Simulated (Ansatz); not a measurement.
A run for Ansatz (a quantum-chemistry and plane-wave program): U-CCSD(T)/def2-SVP on FHTe (SMILES F[TeH]), a point of a bond scan (R = 4.434 Å). Elements past Kr take the def2 small-core potentials; no spin–orbit coupling. The run froze 10 orbitals, filled d shells among them.

Ansatz 0.2 input:
```yaml
crystal:
  periodic: [false, false, false]
  atoms:
    - {symbol: Te, position_ang: [0.18518663, -0.06058026, 0.20051425]}
    - {symbol: H, position_ang: [1.31186066, -0.30942416, -1.00396715]}
    - {symbol: F, position_ang: [-3.03692047, 0.96287376, -2.66871075]}
basis:
  gaussian:
    orbitals: def2-SVP
correlation: {method: ccsd_t, electrons: outside_noble_gas}
scf: {omitted_lower_state_checks: [cluster_reference]}
magnetization: {spin_polarized: true, initial_magnetization: 0}
```

It printed:

```
WARN ansatz: RAYON_NUM_THREADS=1 ignored (pool sized by the plan → 1); use --threads N
Functional definition: HF
these checks for a lower state are left out or cut short: cluster_reference
integrals: 0.02 GiB planned
511 factors; integrals over basis functions are off by at most 5.8e-4 eV
mean field: 0.10 GiB planned
mean field evaluation 1: about -9972.9604 eV, gradient 2.9e1 eV
mean field evaluation 2: about -9972.9620 eV, gradient 2.9e1 eV
mean field evaluation 4: about -9975.1187 eV, gradient 1.6e1 eV
mean field evaluation 8: about -9976.5094 eV, gradient 3.4e0 eV
mean field evaluation 16: about -9976.9120 eV, gradient 5.2e-2 eV
mean field evaluation 32: about -9982.4244 eV, gradient 7.6e-4 eV
mean field evaluation 64: about -9982.4288 eV, gradient 2.8e-2 eV
mean field evaluation 96: about -9982.4225 eV, gradient 3.2e-2 eV
mean field evaluation 128: about -9982.4244 eV, gradient 1.6e-6 eV
mean field evaluation 160: about -9982.4255 eV, gradient 6.0e-1 eV
mean field evaluation 192: about -9982.4307 eV, gradient 1.3e-2 eV
mean field evaluation 224: about -9982.3758 eV, gradient 3.7e0 eV
mean field evaluation 256: about -9982.4266 eV, gradient 1.3e-2 eV
mean field evaluation 288: about -9982.4244 eV, gradient 3.9e-4 eV
mean field evaluation 320: about -9982.4250 eV, gradient 7.3e-2 eV
mean field evaluation 352: about -9976.7120 eV, gradient 6.2e0 eV
mean field -9982.43072916 eV, -366.8475629620 hartree, gradient 1.2e-9 eV, S^2 1.011521; 18 other end points of the search recorded, 0 dependent functions left out
10 core orbitals not correlated
reference -9982.43072916 eV, -366.8475629620 hartree; 7, 7 occupied and 28, 28 virtual orbitals, 511 factors
second order -6.05962970 eV of doubles, -0.00000000 eV of singles
coupled cluster: 0.09 GiB planned
cycle   1  -6.66913034 eV  change   -6.1e-1 eV  update   5.1e-2
cycle   2  -6.85489751 eV  change   -1.9e-1 eV  update   1.8e-2
cycle   3  -6.86731643 eV  change   -1.2e-2 eV  update   4.9e-3
cycle   4  -6.86748617 eV  change   -1.7e-4 eV  update   1.5e-3
cycle   5  -6.86745255 eV  change    3.4e-5 eV  update   1.0e-3
cycle   6  -6.86748459 eV  change   -3.2e-5 eV  update   4.6e-4
cycle   7  -6.86758380 eV  change   -9.9e-5 eV  update   2.4e-4
cycle   8  -6.86758893 eV  change   -5.1e-6 eV  update   9.2e-5
cycle   9  -6.86757280 eV  change    1.6e-5 eV  update   4.4e-5
cycle  10  -6.86757042 eV  change    2.4e-6 eV  update   3.0e-5
cycle  11  -6.86757734 eV  change   -6.9e-6 eV  update   2.1e-5
cycle  12  -6.86758179 eV  change   -4.4e-6 eV  update   1.5e-5
coupled cluster: 0.09 GiB planned
perturbative correction -0.07391328 eV, -0.0027162628 hartree
Total energy: -9989.37222422 eV, -367.1026582005 hartree
Checks for a lower state left out: cluster_reference
```

The calculation finished and met its thresholds. Its determinant has ⟨S²⟩ = 1.01, a mixture of spin states.

Cost: about 6 core-seconds (a rough figure).
